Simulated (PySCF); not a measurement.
**ZrHCl + 2 Cl₂ → ZrCl₄ + HCl**

Level: PBE0 in the def2-TZVP basis family, computed in PySCF with density fitting; scalar-relativistic core potentials for atoms from Rb on, none lighter, no spin–orbit coupling; open shells unrestricted.

| species | state and structure | ZPE (kJ/mol) | H(298 K) − H(0) (kJ/mol) | S° (J/(mol K)) |
| --- | --- | --- | --- | --- |
| ZrHCl | triplet, Cs, Zr–Cl 2.336 Å, Zr–H 1.862 Å; Cl–Zr–H 123.0° | 14.3 | 11.7 | 280.6 |
| Cl₂ | singlet, D∞h, Cl–Cl 1.982 Å | 3.5 | 9.1 | 222.5 |
| ZrCl₄ | singlet, Td, Zr–Cl 2.317 Å (×4) | 13.2 | 22.5 | 367.2 |
| HCl | singlet, C∞v, H–Cl 1.279 Å | 17.9 | 8.7 | 186.6 |

Is the gas-phase reaction uphill or downhill in electronic energy at this level, and by how much?

At PBE0/def2-TZVP, ΔE = -1130.7 kJ/mol, downhill. Chlorination of this kind underlies dry etching.

Add zero-point, thermal and entropy terms for 298.15 K and 1 bar.

ΔZPE = 9.8 and Δ[H(298) − H(0)] = 1.3 kJ/mol give ΔH° = -1119.6 kJ/mol. ΔS° = -171.8 J/(mol K), so ΔG° = -1119.6 − 298.15 × (-0.1718) = -1068 kJ/mol.

Open d or f shells are single determinants, so the state found may not be the ground state. Each species is the lowest minimum found with this bonding; other isomers or fragments can lie lower.
